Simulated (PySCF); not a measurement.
# Correlation energy of Sb²⁺ (antimony, charge +2)

[Kr] 4d10 5s2 5p1, 2P determinant. All numbers are calculated (PySCF 2.14, a scalar-relativistic core potential, in aug-cc-pVDZ-PP with ECP28MDF (5s4p3d, 32 functions)). Frozen: 4s2 4p6 4d10; 3 electrons correlated.

MP2 pair energies summed by pair of shells (mhartree):

| pair | energy | share (%) |
| --- | --- | --- |
| 5s-5s | -16.44 | 58.6 |
| 5s-5p | -11.60 | 41.4 |

Total MP2 correlation energy: -28.04 mhartree.

Same-spin part -1.85 and opposite-spin part -26.19 mhartree; SCS-MP2 scales them by 1/3 and 6/5 to -32.04 mhartree.

```tsv
level	correlation energy (mhartree)
CCSD	-41.16
(T)	-0.34
CCSD(T)	-41.50
```

Diagnostics: T1 = 0.0081, D1 = 0.0197, largest double amplitude 0.097.

Cost of the coupled-cluster step: 0.18 s of wall time on 1 thread of Neoverse-V1 (shared host), for 3 correlated electrons.

Iterations:

```
CC2 = 0
CCSD nocc = (np.int64(2), np.int64(1)), nmo = (23, 23)
frozen orbitals [[0, 1, 2, 3, 4, 5, 6, 7, 8], [0, 1, 2, 3, 4, 5, 6, 7, 8]]
max_cycle = 100
direct = 0
conv_tol = 1e-08
conv_tol_normt = 1e-06
diis_space = 8
diis_start_cycle = 0
Init t2, MP2 energy = -0.0280410006957411
Init E_corr(UCCSD) = -0.028041000704005
cycle = 1  E_corr(UCCSD) = -0.0366226186357271  dE = -0.00858161793  norm(t1,t2) = 0.0460198
cycle = 2  E_corr(UCCSD) = -0.039454088824808  dE = -0.00283147019  norm(t1,t2) = 0.0178239
cycle = 3  E_corr(UCCSD) = -0.0411681244236959  dE = -0.0017140356  norm(t1,t2) = 0.007477
cycle = 4  E_corr(UCCSD) = -0.0411518807493124  dE = 1.62436744e-05  norm(t1,t2) = 0.000818177
cycle = 5  E_corr(UCCSD) = -0.0411602103112855  dE = -8.32956197e-06  norm(t1,t2) = 7.97327e-05
cycle = 6  E_corr(UCCSD) = -0.0411579817067951  dE = 2.22860449e-06  norm(t1,t2) = 1.22874e-05
cycle = 7  E_corr(UCCSD) = -0.0411589751967206  dE = -9.93489926e-07  norm(t1,t2) = 3.39812e-06
cycle = 8  E_corr(UCCSD) = -0.0411586828760699  dE = 2.92320651e-07  norm(t1,t2) = 1.03926e-06
cycle = 9  E_corr(UCCSD) = -0.0411586969029675  dE = -1.40268975e-08  norm(t1,t2) = 1.7347e-07
cycle = 10  E_corr(UCCSD) = -0.0411587219462052  dE = -2.50432377e-08  norm(t1,t2) = 1.08372e-07
cycle = 11  E_corr(UCCSD) = -0.0411587211832824  dE = 7.62922815e-10  norm(t1,t2) = 8.9078e-09
UCCSD converged
E(UCCSD) = -238.4105658713334  E_corr = -0.04115872118328236
UCCSD(T) correction = -0.000340389055224064
```
